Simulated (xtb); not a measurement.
xtb input:

```bash
xtb mol.xyz --gfn 1 --sp --chrg 0 --uhf 0
```
mol.xyz:
```
16

Si    -3.24254524     0.12090775     0.65960470
O     -1.69788195    -0.41151646     0.45069979
C     -0.62734102     0.42395338     0.03877313
C      0.62734102    -0.42395338    -0.03877313
O      1.69788195     0.41151646    -0.45069979
Si     3.24254524    -0.12090775    -0.65960470
H     -3.29696128     1.18623411     1.69229315
H     -3.78359946     0.67637531    -0.60650862
H     -4.03130235    -1.05099664     1.08649888
H     -0.47152385     1.24041760     0.75215771
H     -0.83045273     0.86436193    -0.94336552
H      0.83045273    -0.86436193     0.94336552
H      0.47152385    -1.24041760    -0.75215771
H      3.78359946    -0.67637531     0.60650862
H      4.03130235     1.05099664    -1.08649888
H      3.29696128    -1.18623411    -1.69229315
```

**Question.** Which total energy does the run end on?

**Answer.** -22.89475 Eh (GFN1-xTB).
